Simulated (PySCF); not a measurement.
**Vibration and rotation of GaI**

RHF-CCSD(T) constants of GaI, ¹Σ⁺ (singlet), closed shell (PySCF, scalar-relativistic core potentials, basis sets Ga cc-pVDZ-PP with ECP10, I cc-pVDZ-PP with ECP28; masses 68.9256 and 126.9045 u):

| Quantity | Value |
| --- | --- |
| ωe | 218.1 cm⁻¹ |
| ωexe | 0.452 cm⁻¹ |
| Be | 0.054996 cm⁻¹ |
| αe | 0.000174 cm⁻¹ |
| D (centrifugal) | 1.4e-08 cm⁻¹ |
| De to Ga + I | 3.47 eV |

(1) Give the vibrational terms G(v) and spacings up to v = 6.

(2) How well does the Morse estimate ωe²/(4ωexe) reproduce De, and what is D0?

Correlated steps freeze 8 core orbitals. Correlated levels converge slowly with the basis: in double zeta they bind strong bonds too weakly, by up to about 1 eV, and carry superposition errors of some tenths. These are scalar-relativistic numbers at best; spin–orbit coupling would shift them, the dissociation energy most. Where the molecule has an RHF reference, its open-shell atoms are computed with UHF.

Results:

(1) G(v) = ωe(v+½) − ωexe(v+½)².

| v | G(v) (cm⁻¹) | G(v) − G(v−1) | Bv (cm⁻¹) |
| --- | --- | --- | --- |
| 0 | 108.9 |  | 0.05491 |
| 1 | 326.1 | 217.2 | 0.05474 |
| 2 | 542.4 | 216.3 | 0.05456 |
| 3 | 757.8 | 215.4 | 0.05439 |
| 4 | 972.3 | 214.5 | 0.05421 |
| 5 | 1185.9 | 213.6 | 0.05404 |
| 6 | 1398.6 | 212.7 | 0.05387 |

(2) It gives 3.26 eV, 94 % of the computed De. D0 = De − G(0) = 3.47 − 0.01 = 3.46 eV.
